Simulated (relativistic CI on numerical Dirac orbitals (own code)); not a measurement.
Electric-dipole transitions in Tc III

Calculated at this level of theory: Dirac-Coulomb-Breit CI, separate exchange-only KLI orbitals for each configuration, model QED (radiative potential, 1s self-energy scaled to tabulated hydrogen-like ionisation energies), valence Slater integrals scaled by 0.85, P86 correlation estimate, and configurations built on the next ion tied to the tabulated ionisation energy (semi-empirical) (own radial code, finite nucleus).

Configurations in the expansion (outside the closed core [Kr]): 4d5, 4d4.5s, 4d4.5p, 4d4.5d, 4d4.6s, 4d4.4f, 4d4.5f, 4d3.5s2, 4d3.5s.5p, 4d4.6p, 4d3.4f2, 4d4.6d, 4d4.5g, 4d4.6f, 4d3.5p2, 4d4.6g, 4d3.5s.6s, 4d3.4f.5s. Levels of other configurations are missing.

```
λ vac (nm)                Lower                  Upper   A (s⁻¹)        gf  Branching (%)
    103.38       4d5 6S_5/2 [1]   4d4.5p 6P°_7/2 [101]  1.28e+09  1.65e+00           71.7
    103.55       4d5 6S_5/2 [1]   4d4.5p 6P°_3/2 [100]  6.93e+08  4.46e-01           54.6
    103.98       4d5 6S_5/2 [1]    4d4.5p 6P°_5/2 [99]  1.12e+09  1.09e+00           67.8
    104.59       4d5 6S_5/2 [1]    4d4.5p 6P°_3/2 [98]  6.15e+08  4.03e-01           52.2
    105.16       4d5 4G_5/2 [2]   4d4.5p 4F°_3/2 [163]  6.62e+08  4.39e-01           37.6
    105.65      4d5 4G_11/2 [4]   4d4.5p 4F°_9/2 [161]  6.64e+08  1.11e+00           48.5
    105.90       4d5 4G_9/2 [5]   4d4.5p 4F°_7/2 [159]  5.71e+08  7.68e-01           47.1
    106.06       4d5 4G_7/2 [3]   4d4.5p 4F°_5/2 [157]  5.37e+08  5.43e-01           42.5
    106.13      4d5 4G_11/2 [4]  4d4.5p 4G°_11/2 [158]  5.88e+08  1.19e+00           51.6
    106.71     4d5 2I_13/2 [14]  4d4.5p 2H°_11/2 [215]  2.01e+09  4.13e+00           77.3
    106.85       4d5 4G_5/2 [2]   4d4.5p 4G°_5/2 [148]  7.20e+08  7.39e-01           52.5
    106.87       4d5 4G_9/2 [5]   4d4.5p 4G°_9/2 [151]  9.39e+08  1.61e+00           53.6
    106.87     4d5 2I_11/2 [13]   4d4.5p 2H°_9/2 [214]  9.48e+08  1.62e+00           55.3
    106.89       4d5 4G_7/2 [3]   4d4.5p 4G°_7/2 [149]  9.55e+08  1.31e+00           52.1
    106.99      4d5 4G_11/2 [4]  4d4.5p 2I°_11/2 [150]  3.83e+08  7.88e-01           38.9
    109.29      4d5 4G_11/2 [4]  4d4.5p 4G°_11/2 [137]  3.93e+08  8.45e-01           41.6
    109.94     4d5 2I_13/2 [14]  4d4.5p 2I°_13/2 [200]  8.14e+08  2.06e+00           61.8
    110.26     4d5 2I_11/2 [13]  4d4.5p 2I°_11/2 [198]  9.89e+08  2.16e+00           64.6
    110.27      4d5 2G_9/2 [26]   4d4.5p 2F°_7/2 [229]  9.81e+08  1.43e+00           46.4
    111.43       4d5 4P_5/2 [6]   4d4.5p 4D°_7/2 [138]  4.45e+08  6.62e-01           45.8
    111.48     4d5 2I_13/2 [14]  4d4.5p 2K°_13/2 [192]  4.46e+08  1.16e+00           48.8
    112.51     4d5 2H_11/2 [24]   4d4.5p 2G°_9/2 [223]  8.67e+08  1.65e+00           42.0
    112.59      4d5 4G_11/2 [4]  4d4.5p 4H°_13/2 [128]  2.24e+08  5.96e-01           37.4
    113.16     4d5 2H_11/2 [24]  4d4.5p 2H°_11/2 [218]  8.33e+08  1.92e+00           52.6
    121.96      4d5 4G_11/2 [4]   4d4.5p 4F°_9/2 [118]  3.65e+08  8.14e-01           39.3
    123.15       4d5 4G_9/2 [5]   4d4.5p 4F°_7/2 [117]  3.71e+08  6.75e-01           39.5
    123.89       4d5 4G_7/2 [3]   4d4.5p 4F°_5/2 [116]  3.77e+08  5.21e-01           40.4
    124.32       4d5 4G_5/2 [2]   4d4.5p 4F°_3/2 [115]  4.25e+08  3.94e-01           45.9
    210.09   4d4.5s 6D_9/2 [36]   4d4.5p 6D°_9/2 [112]  3.11e+08  2.06e+00           55.0
    215.89   4d4.5s 4F_9/2 [86]  4d4.5p 4G°_11/2 [264]  4.86e+08  4.08e+00           87.7
    219.76  4d4.5s 4G_11/2 [61]  4d4.5p 4H°_13/2 [178]  2.86e+08  2.89e+00           46.3
    221.46   4d4.5s 6D_9/2 [36]  4d4.5p 6F°_11/2 [102]  4.99e+08  4.40e+00           99.7
    221.91   4d4.5s 6D_9/2 [36]   4d4.5p 6P°_7/2 [101]  4.29e+08  2.53e+00           24.0
    222.00  4d4.5s 4H_13/2 [49]  4d4.5p 4I°_15/2 [144]  4.80e+08  5.67e+00           99.8
    222.96  4d4.5s 4H_11/2 [48]  4d4.5p 4I°_13/2 [139]  4.13e+08  4.30e+00           78.5
    224.57   4d4.5s 6D_7/2 [35]    4d4.5p 6F°_9/2 [97]  3.42e+08  2.59e+00           72.4
    225.85   4d4.5s 4H_9/2 [46]  4d4.5p 4I°_11/2 [136]  3.70e+08  3.39e+00           70.5
    226.85  4d4.5s 2I_13/2 [71]  4d4.5p 2K°_15/2 [204]  4.43e+08  5.47e+00           85.3
    231.35   4d4.5s 4H_7/2 [45]   4d4.5p 4I°_9/2 [130]  3.00e+08  2.41e+00           57.1
    235.22   4d4.5s 4D_7/2 [44]   4d4.5p 4D°_7/2 [122]  3.16e+08  2.09e+00           31.2
    238.78  4d4.5s 2I_11/2 [72]  4d4.5p 2K°_13/2 [192]  2.83e+08  3.39e+00           31.0
    241.20  4d4.5s 4H_13/2 [49]  4d4.5p 4H°_13/2 [128]  3.09e+08  3.77e+00           51.4
    243.73  4d4.5s 4H_11/2 [48]  4d4.5p 4H°_11/2 [126]  2.80e+08  2.99e+00           50.6
    245.29   4d4.5s 4H_9/2 [46]   4d4.5p 4H°_9/2 [124]  2.62e+08  2.36e+00           49.0
    262.40   4d4.5s 4D_7/2 [44]   4d4.5p 4F°_9/2 [118]  2.06e+08  2.12e+00           22.2
```

Terms are leading LS components. Brackets give the number of a level in order of energy, since labels repeat. The list gives strong lines, with weight on those to low levels, without configurations that were not tied to measured data, without lines whose two gauges differ by over a factor of 2.5, among the lowest 300 of 5011 levels, so that lines to higher ones, which can be the strongest, are missing, and without lines across small gaps between configurations. Levels whose partners in the same complex of configurations lie outside the list can be far off, and so can their lines. Rates are taken at the computed energies, electric ones in the length gauge.

Configurations that consist of the next ion and one excited electron were tied to the tabulated ionisation energy; Rydberg ones are usually within 1,000 to 3,000 cm⁻¹ and the lowest ones within about 6,000 (9,000 in d shells), while levels on excited terms of the next ion carry the error of that term, and the other configurations can be misplaced by 10,000 cm⁻¹ or more. Rates follow the energies as ν³ (E1, M1) or ν⁵ (E2), so rates, branching and lifetimes can be off by large factors. The fine structure of a lone outer electron comes out too small, for d and f at times inverted, and misplaced configurations move strength between like terms.

LS names give the leading component of a level, which can be under half, so a name can repeat, a term be missing and a line seem to break the LS rules.
